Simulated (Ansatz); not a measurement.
C$_{2}$H$_{8}$OSi, SMILES `CCO[SiH3]`. Charge 0, multiplicity 1.

```xyz
12

C     0.241    1.876    0.358
C    -0.218    0.595   -0.290
O     0.313   -0.507    0.423
Si    0.013   -2.062   -0.013
H     1.331    1.939    0.352
H    -0.160    2.739   -0.179
H    -0.100    1.924    1.394
H     0.116    0.557   -1.336
H    -1.315    0.542   -0.295
H     0.500   -2.331   -1.395
H    -1.449   -2.352    0.022
H     0.729   -2.920    0.959
```

(1) List the harmonic frequencies (cm⁻¹, unscaled) at PBE0-D4/def2-TZVP in Ansatz. (Best estimate.)

(2) Is this a minimum?

(3) Give the ideal-gas thermochemistry at 298.15 K and 1 bar (rigid rotor, harmonic oscillator; point group Cs, symmetry number 1).

(4) And at 400, 500, 600, 800 and 1000 K?

Results:

(1) Ansatz gave: 44, 125, 168, 261, 376, 712, 714, 790, 814, 940, 953, 974, 986, 1125, 1157, 1178, 1314, 1392, 1423, 1474, 1490, 1514, 2200, 2206, 2257, 3000, 3033, 3056, 3135, 3140.

(2) Yes, all 30 modes are real.

(3) Zero-point energy 250.9 kJ/mol; H(298) − E = 270.3 kJ/mol; entropy 330.4 J/(mol·K), of which translation 162.9, rotation 105.0, vibration 62.5; G(298) − E = 171.8 kJ/mol. Modes under 100 cm⁻¹ are hindered rotations or soft bends, so the harmonic entropy is rough.

(4) 
```tsv
T (K)	H − E (kJ/mol)	S (J/mol/K)	G − E (kJ/mol)
400	281.3	362.0	136.5
500	294.4	391.1	98.8
600	309.5	418.6	58.3
800	344.5	468.7	-30.5
1000	384.4	513.2	-128.8
```
